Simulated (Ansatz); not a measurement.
Molecule: sum formula VO2Cl, net charge 0, singlet state. 
Coordinates optimised at B3LYP-D3(BJ)/def2-TZVP (Ansatz, a program for electronic structure):
```
V
O 1 1.5811
O 1 1.5811 2 110.51
Cl 1 2.1861 2 118.82 3 142.49
```

Property: atomisation energy (electronic, to ground-state atoms), in kcal/mol. Cores are frozen in the correlated levels unless marked. Open shells are spin-unrestricted. Spin-orbit coupling is left out. Frozen are the shells of the preceding noble gas and the d and f shells that filled before the atom's block. Non-relativistic. The coupled-cluster limit lacks core correlation, which all-electron functionals hold. Basis-set limits of correlation are two-point, X^-3; Hartree-Fock from the larger set. The bracket is a focal-point correction in the basis named. The program attaches cautions to a run behind SCS-MP2/6-31G*: large difference. The program attaches cautions to a run behind CCSD/STO-3G: large difference. The program attaches cautions to a run behind CCSD/def2-TZVPPD: large difference. The program attaches cautions to a run behind RI-MP2/CBS(def2-TZVPPD,def2-QZVPPD)+[CCSD(T)-MP2]/def2-TZVPPD: large difference.

The Hartree-Fock reference is unstable (checked in the largest basis), which strains HF and MP2. The T1 diagnostic of CCSD in the largest basis is 0.042, which is high, so the coupled-cluster rows are less sure than usual.

```tsv
level	program	atomisation energy (kcal/mol)
BLYP-D3(BJ)/def2-TZVPD	Ansatz + dftd3	?
r2SCAN-D4/def2-TZVPD	Ansatz + dftd4	405.6
r2SCANh-D4/def2-TZVPD	Ansatz + dftd4	381.2
HSE06-D3(BJ)/def2-TZVPD	Ansatz + dftd3	?
PBE-QIDH/def2-TZVPD	Ansatz	370.8
SCS-MP2/6-31G*	Ansatz	385.0
CCSD/STO-3G	Ansatz	389.3
CCSD/def2-TZVPPD	Ansatz	?
RI-MP2/CBS(def2-TZVPPD,def2-QZVPPD)+[CCSD(T)-MP2]/def2-TZVPPD	Ansatz	374.8
```

Task: Fill in the missing entries.

Result: 
- BLYP-D3(BJ)/def2-TZVPD, atomisation energy (kcal/mol): 419.6
- HSE06-D3(BJ)/def2-TZVPD, atomisation energy (kcal/mol): 370.3
- CCSD/def2-TZVPPD, atomisation energy (kcal/mol): 316.4
